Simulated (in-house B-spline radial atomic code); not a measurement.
Checks on a self-consistent run for In⁺, [Ar] 3d9 4s2 4p6 4d10 5s2 9g1. Computed with an all-electron radial atomic-structure program (B-spline basis): Dirac-Hartree-Fock, average of configuration, Fermi nucleus of rms radius 4.6156 fm.

```
orbital        q       ε (Eh)      <1/r>        <r²>  small-component weight
  1s1/2        2  -1034.94201    51.8577  0.00119415                 0.03234
  2s1/2        2   -160.12967    12.0285   0.0193393               0.0068526
  2p1/2        2   -149.02691    11.9706   0.0144668                0.006832
  2p3/2        4   -141.23878    11.1888   0.0157639               0.0065378
  3s1/2        2    -33.09592    4.28185    0.135567               0.0020061
  3p1/2        2    -28.56182    4.18052    0.130816               0.0019407
  3p3/2        4    -27.08890    3.99251     0.13894               0.0018646
  3d3/2      3.6    -19.33656    3.80739    0.122492               0.0017214
  3d5/2      5.4    -19.03731    3.75877    0.124977               0.0016986
  4s1/2        2     -6.36003    1.65755    0.786808              0.00052065
  4p1/2        2     -4.77308    1.54274    0.890891               0.0004636
  4p3/2        4     -4.50124    1.48591    0.944919              0.00044238
  4d3/2        4     -1.95734    1.24572     1.37147              0.00033406
  4d5/2        6     -1.91760    1.22858     1.40613              0.00032698
  5s1/2        2     -1.01904   0.551863     6.01474              7.3724e-05
  9g7/2  0.44444     -0.02470  0.0247174     3500.82              6.5881e-07
  9g9/2  0.55556     -0.02470  0.0247174     3500.83              6.5881e-07
```

Electron-electron repulsion V_ee = 2144.3445 hartree.

(1) What total energy follows from the eigenvalues?

(2) Does the Dirac virial theorem hold?

(3) What diamagnetic shielding (Lamb formula) and susceptibility (Langevin formula) do the radii give?

## Answers

(1) The eigenvalues count the repulsion twice, so E = Σqε - V_ee = -3718.905 - 2144.345 = -5863.250 hartree; the run printed -5863.250.

(2) For a point nucleus E = -2c²Σq·w, with w the small-component weight. Here Σq·w = 0.15611 and c = 137.0360, so the ratio E/(-2c²Σq·w) is 1.000045; the finite nucleus accounts for the departure from 1.

(3) σ = (α²/3)Σq<1/r> = 289.195/(3·137.036²) = 5133.3 ppm, and χ = -0.79199×10⁻⁶·Σq<r²> = -2801×10⁻⁶ cm³/mol with Σq<r²> = 3536.3 bohr². Both are non-relativistic formulas without the paramagnetism of open shells.
